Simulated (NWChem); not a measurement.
System: SnH$_{3}$O$_{3}$Cl; SMILES [Sn]([OH])([OH])([OH])[Cl]

Here is an NWChem input.

```
start job
memory heap 200 mb stack 900 mb global 1100 mb
geometry units angstroms
  O     -0.795029    -1.430027    -1.152421
  Sn     0.139098    -0.139645    -0.088222
  O      1.111116    -1.066166     1.278216
  O      1.391054     0.781700    -1.207906
  Cl    -1.300542     1.305819     0.824902
  H     -0.769929    -1.256954    -2.094957
  H      0.788597    -1.950027     1.461876
  H      2.246959     0.931596    -0.803040
end
basis spherical
  * library def2-svp
end
ecp
  Sn library def2-ecp
end
dft
  xc xpbe96 cpbe96
  disp vdw 4
  iterations 150
end
driver
  maxiter 120
end
task dft optimize
```

No frequency run checked for a minimum. def2 effective core potentials on Sn; no spin-orbit coupling.

The level has its own optimisation.

**Question.** Predict the main results of this run. (PBE-D3(BJ)/def2-SVP with def2 effective core potentials on Sn.) Quantities: r O–Sn (Å); r H–O (Å); r Cl–Sn (Å); dipole (D).

**Answer.** 
- r O–Sn (Å): 1.994
- r H–O (Å): 0.979
- r Cl–Sn (Å): 2.357
- dipole (D): 1.68
